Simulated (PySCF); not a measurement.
Computed IR spectrum (relative IR intensity) of a molecule C₅H₁₀Si. Geometry: B3LYP-D3(BJ)/def2-SVP. The values are those of a single conformer. Computed with PySCF with B3LYP-D3(BJ)/def2-SVP. Frequencies are harmonic and unscaled.

Lines under 2 % of the strongest are left out, and lines within 2 cm⁻¹ are merged.

```
ν (cm⁻¹)  relative intensity
--------  ------------------
506                      3.8
588                       12
661                      5.7
739                      4.1
766                       14
803                      2.1
869                      100
941                       24
954                      5.7
986                      9.2
1016                     9.9
1043                     2.1
1094                     2.0
1420                     4.1
1450                     2.2
1453                     5.3
1667                     3.5
1697                      18
2198                      70
3014                     7.2
3076                     4.1
3107                     7.0
3121                     2.0
3125                     9.2
3199                     3.5
```

### Question
Pick the molecule that these values belong to.
(A) CC1=C(C)[SiH2]C1
(B) C/C=C1/CC[SiH2]1
(C) C=CC1([SiH3])CC1
(D) C=C[SiH2]/C=C/C

### Answer
D, C=C[SiH2]/C=C/C
